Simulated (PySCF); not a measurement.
PbCl, SMILES [Cl][Pb] (connectivity only; charge and spin as stated), neutral, multiplicity 2. Atoms are numbered in the order given.

```xyz
2

Pb     0.0000     0.0000    -0.4277
Cl     0.0000     0.0000     2.0631
```
Charge 0, spin multiplicity 2.

The structure is a stationary point at B3LYP-D3(BJ)/def2-TZVP. The spin state was assumed, not searched. The def2 effective core potentials stand for the cores of Pb; spin–orbit coupling is left out.

These are ωB97X/def2-TZVPD (PySCF) values and carry that method's errors.

The molecule is in vacuum.

Computed frontier levels, dipole moment:
```json
{
 "α spin, highest occupied and lowest empty level": "-6.78 and -1.17 eV",
 "β spin, highest occupied and lowest empty level": "-10.80 and -1.19 eV",
 "dipole_moment": "3.97 D",
 "⟨S²⟩": "0.752 (pure state 0.75)"
}
```
